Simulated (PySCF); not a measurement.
Radial density of In (indium, neutral)

M06-2X, [Kr] 4d10 5s1 5p2, high-spin 4P determinant (an excited configuration). Calculation: PySCF 2.14, in aug-cc-pVQZ-PP with ECP28MDF (7s7p5d3f2g, 92 functions); a scalar-relativistic core potential. This is the valence pseudo-density: the core potential removes the inner electrons and smooths the orbitals near the nucleus.

```csv
r (bohr),4πr²ρ (e/bohr),4πr²(ρα − ρβ)
0.0136,2.241e-05,0.0000
0.0228,4.603e-05,0.0000
0.0384,8.806e-05,0.0000
0.0645,0.0002542,0.0000
0.109,0.001902,0.0000
0.183,0.02587,0.0000
0.307,0.5112,0.0028
0.516,8.249,0.0889
0.869,21.47,0.0251
1.46,7.366,0.3664
2.46,1.718,1.1673
4.13,0.5087,0.4973
6.95,0.03517,0.0352
11.7,0.0002741,0.0003
```

Energies and moments cover only the electrons outside the core potential.
